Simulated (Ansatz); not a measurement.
Basis-set extrapolation for `FC(F)(F)OB(Cl)Cl` (PBE0-D4/def2-TZVP geometry, frozen core, Ansatz 0.2.0). Multiplicity 1, RHF reference.

|  | def2-TZVPP | def2-QZVPP |
| --- | --- | --- |
| HF | -1355.102143 | -1355.146043 |
| MP2 correlation | -1.589966 | -1.736697 |
| CCSD(T) correlation | -1.681535 | not run |

Energies in hartree. Use E(X) = E(∞) + A·exp(−7.88·√X) for Hartree–Fock and E(X) = E(∞) + B·X^(−2.97) for correlation, with X = 3 and 4, and add CCSD(T) minus MP2 of the smaller set to the MP2 limit.

Task: What is the CCSD(T) energy at the basis-set limit?

Result: HF limit: -1355.146043 + (-0.043900) × 0.13774 = -1355.15209. MP2 limit: -1.736697 + (-0.146731) × 0.74074 = -1.84539. Higher-order term: -1.681535 − (-1.589966) = -0.09157. Total: -1357.08905 hartree, 191.6 kcal/mol below CCSD(T)/def2-TZVPP.
